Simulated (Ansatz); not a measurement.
Program: Ansatz. Geometries: PBE0-D4/def2-TZVP. ΔE: electronic, gas phase. CCSD(T)/CBS is the MP2 limit (def2-TZVPP, def2-QZVPP) plus CCSD(T) − MP2 in def2-TZVPP, frozen cores. This one scheme is used for every species. Double bonds are as drawn, so ΔE can hold a change between cis and trans. Functionals use def2-TZVPP. B3LYP here is the variant with VWN-RPA as its local correlation; programs differ in this. Each species was taken in one conformer, which may not be the lowest.

`[SiH3]/C=C\[SiH2]Cl` + `N=CF` → `F/C=N/[SiH3]` + `C=C[SiH2]Cl`  (ligand exchange at the Si–C bond)

Problem. Is it downhill or uphill in electronic energy at CCSD(T)/CBS, and by how much? (Estimate.)

Solution. Computed: Downhill: ΔE = -58.0 kJ/mol.

Problem. What do these levels give: r2SCAN-D4, B3LYP-D4, ωB97X-V, PBE, PBE0, B3LYP, HF/def2-TZVPP, MP2/def2-TZVPP, SCS-MP2/def2-TZVPP, CCSD/def2-TZVPP, HF/def2-QZVPP, CCSD/CBS(def2)? (Best estimate.)

Solution. Ansatz gave: r2SCAN-D4 -59.2, B3LYP-D4 -58.6, ωB97X-V -59.4, PBE -56.3, PBE0 -58.8, B3LYP -67.4, HF/def2-TZVPP -77.7, MP2/def2-TZVPP -62.2, SCS-MP2/def2-TZVPP -63.8, CCSD/def2-TZVPP -60.3, HF/def2-QZVPP -78.4, CCSD/CBS(def2) -60.3 kJ/mol.

Largest T1 diagnostic among the species: 0.014.

In def2-TZVPP, CCSD(T) changes the Hartree–Fock value by +19.6 kJ/mol (the triples alone add +2.3 kJ/mol) and MP2 by +15.4 kJ/mol. The D4 term adds +8.7 kJ/mol with B3LYP and +5.0 kJ/mol with PBE0; it sums over pairs of atoms, weighted by their polarisabilities, and B3LYP, whose exchange is more repulsive, gets the larger term.
